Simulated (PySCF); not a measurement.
C2H11NSi3. Atoms are numbered in the order given.

```xyz
17

Si     2.3147     0.4276    -0.3647
N      0.6026     0.1213    -0.1019
Si    -0.6361     1.3757     0.0985
C     -2.2105     0.3125    -0.0037
C     -1.8636    -1.0756     0.5902
Si    -0.0911    -1.5066     0.0448
H      2.4851     1.6789    -1.1845
H      2.9121    -0.7429    -1.0999
H      3.0762     0.6090     0.9241
H     -0.5337     2.4193    -0.9831
H     -0.5154     2.0848     1.4266
H     -3.0795     0.7841     0.5012
H     -2.4792     0.2192    -1.0784
H     -1.8679    -1.0332     1.7011
H     -2.5981    -1.8566     0.3014
H      0.6477    -2.3456     1.0563
H     -0.0459    -2.2421    -1.2721
```

The structure is a stationary point at PBE-D3(BJ)/def2-SVP. The structure was generated by enumeration, and PubChem lists no compound with its InChIKey, so it may never have been made. Other conformers were not sampled.

These are PBE-D3(BJ)/def2-SVP run with PySCF values and carry that method's errors.

Frequencies are harmonic and unscaled.

### Question
Estimate the vibrational spectrum. (An estimate is asked for; the answer gives what the named calculation found.)

### Answer

| mode | ν (cm⁻¹) | IR (km/mol) | moving atoms (share of kinetic energy) |
|---|---|---|---|
| 1 | 36 | 0.0 | H 95 % |
| 2 | 56 | 0.9 | Si 42 %, H 33 %, C 22 % |
| 3 | 146 | 0.1 | Si 59 %, H 24 %, N 13 % |
| 4 | 159 | 0.2 | N 48 %, H 35 %, Si 9 % |
| 5 | 164 | 0.1 | H 49 %, C 30 %, N 13 % |
| 6 | 306 | 2.8 | Si 68 %, H 13 %, C 13 % |
| 7 | 355 | 2.4 | H 44 %, C 34 %, Si 19 % |
| 8 | 476 | 0.1 | Si 73 %, H 27 % |
| 9 | 522 | 0.6 | H 73 %, Si 26 % |
| 10 | 536 | 12.8 | H 58 %, Si 24 %, C 16 % |
| 11 | 636 | 7.2 | H 58 %, C 23 %, Si 16 % |
| 12 | 638 | 5.1 | H 42 %, C 40 %, Si 17 % |
| 13 | 643 | 0.5 | H 79 %, Si 15 % |
| 14 | 668 | 14.4 | H 67 %, C 22 %, Si 11 % |
| 15 | 675 | 2.7 | H 84 %, Si 9 % |
| 16 | 686 | 5.4 | H 80 %, C 10 % |
| 17 | 705 | 99.0 | H 71 %, N 16 %, Si 9 % |
| 18 | 801 | 126.9 | H 65 %, Si 18 %, C 14 % |
| 19 | 807 | 19.4 | H 65 %, C 21 %, Si 11 % |
| 20 | 863 | 199.0 | H 73 %, C 12 %, Si 10 % |
| 21 | 896 | 59.4 | H 95 % |
| 22 | 920 | 350.9 | H 81 %, Si 12 % |
| 23 | 927 | 36.9 | H 96 % |
| 24 | 927 | 279.1 | N 59 %, H 27 %, Si 14 % |
| 25 | 947 | 131.2 | H 92 % |
| 26 | 958 | 30.7 | H 68 %, C 30 % |
| 27 | 969 | 92.1 | H 68 %, C 21 % |
| 28 | 999 | 239.8 | N 62 %, H 25 %, Si 13 % |
| 29 | 1022 | 12.1 | H 96 % |
| 30 | 1065 | 4.6 | H 58 %, C 40 % |
| 31 | 1186 | 1.0 | H 64 %, C 35 % |
| 32 | 1218 | 2.5 | H 81 %, C 19 % |
| 33 | 1371 | 5.3 | H 94 % |
| 34 | 1384 | 5.6 | H 91 %, C 9 % |
| 35 | 2128 | 137.7 | H 97 % |
| 36 | 2134 | 103.0 | H 97 % |
| 37 | 2141 | 61.4 | H 97 % |
| 38 | 2146 | 268.9 | H 96 % |
| 39 | 2149 | 24.2 | H 97 % |
| 40 | 2159 | 103.7 | H 98 % |
| 41 | 2163 | 152.6 | H 96 % |
| 42 | 2978 | 16.0 | H 95 % |
| 43 | 2979 | 8.3 | H 94 % |
| 44 | 3032 | 7.5 | H 91 %, C 9 % |
| 45 | 3040 | 7.7 | H 91 %, C 9 % |
